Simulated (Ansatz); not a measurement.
Input file for Ansatz (a first-principles code): R-PBE/def2-TZVPP on AlH4N (SMILES [NH2][AlH2]), atoms moved off the minimum.

Ansatz 0.2 input:
```yaml
crystal:
  periodic: [false, false, false]
  atoms:
    - {symbol: Al, position_ang: [-0.02112028, -0.31223538, -0.71884994]}
    - {symbol: H, position_ang: [-1.36316685, -0.04011632, -1.55326108]}
    - {symbol: H, position_ang: [1.20657012, -1.10777019, -1.01792610]}
    - {symbol: N, position_ang: [-0.00991169, 0.42322923, 0.96721494]}
    - {symbol: H, position_ang: [-0.81368151, 1.06217178, 1.32729497]}
    - {symbol: H, position_ang: [0.74149843, 0.44098361, 1.72462655]}
basis:
  gaussian:
    orbitals: def2-TZVPP
hamiltonian:
  xc: {name: PBE}
scf: {lower_state_search: off}
output: {forces: true}
```

It printed:

```
WARN ansatz: RAYON_NUM_THREADS=1 ignored (pool sized by the plan → 1); use --threads N
Functional definition: PBE
these checks for a lower state are left out or cut short: stability, starts, cluster_reference, orbital_swaps, neighbouring_geometries, increment
integrals: 0.03 GiB planned
660 factors; their error is unknown
mean field: 0.31 GiB planned
mean field evaluation 1: about -8136.9262 eV, gradient 7.3e1 eV
mean field evaluation 2: about -8078.9643 eV, gradient 1.4e2 eV
mean field evaluation 4: about -8147.3906 eV, gradient 6.5e0 eV
mean field evaluation 8: about -8147.5117 eV, gradient 2.4e-1 eV
mean field evaluation 16: about -8147.5118 eV, gradient 1.3e-4 eV
mean field -8147.51178305 eV, -299.4155354454 hartree, gradient 3.5e-6 eV, S^2 0.000000; 0 other end points of the search recorded, 0 dependent functions left out
the calculation of the forces begins
reference -8147.51182265 eV, -299.4155369004 hartree; 12, 12 occupied and 117, 117 virtual orbitals, 660 factors
Total energy: -8147.51182265 eV, -299.4155369004 hartree
Atom 0 at    -0.021120    -0.312235    -0.718850 Å, force    -1.199983     1.279086     1.640882 eV/Å
Atom 1 at    -1.363167    -0.040116    -1.553261 Å, force     0.206367    -0.073080    -0.006482 eV/Å
Atom 2 at     1.206570    -1.107770    -1.017926 Å, force     1.156031    -0.829541    -0.520768 eV/Å
Atom 3 at    -0.009912     0.423229     0.967215 Å, force    -0.687453     1.243665     1.240343 eV/Å
Atom 4 at    -0.813682     1.062172     1.327295 Å, force     1.720559    -1.438483    -0.857897 eV/Å
Atom 5 at     0.741498     0.440984     1.724627 Å, force    -1.195521    -0.181646    -1.496078 eV/Å
Dipole moment:     0.025653     0.101188     0.140255 e Å
Checks for a lower state left out: stability, starts, cluster_reference, orbital_swaps, neighbouring_geometries, increment
```

Self-consistency was reached.

Cost: around 1.2 core-seconds (rough).
